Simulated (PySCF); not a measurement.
# Ga³⁺: ionisation energy

Ga³⁺ [Ar] 3d10 → Ga⁴⁺ [Ar] 3d9 [3d3/2^4 3d5/2^5, M_J = 5/2], as a difference of total energies. All numbers are calculated (PySCF 2.14, the two-component X2C-1e Hamiltonian, in x2c-SVPall-2c (5s6p3d, 38 functions)). Correlated levels: [Ne] frozen. "Screened" scales the spin-orbit matrix elements by Boettger's factors to mimic the two-electron term; Breit and QED terms are absent.

Q: Order these methods by the ionisation energy they give, lowest first.
A. GMP2 (screened spin-orbit)
B. GHF (spin-free)
C. GHF (screened spin-orbit)
D. GMP2 (spin-free)

A: C (60.857 eV), B (61.045 eV), A (62.981 eV), D (63.167 eV).

The spin-free rows lack the spin-orbit shift.

Errors of the correlated levels include the incompleteness of this basis and the frozen core.

For comparison: 63.241 ± 0.009 eV (measured; NIST Atomic Spectra Database, ionization energies).
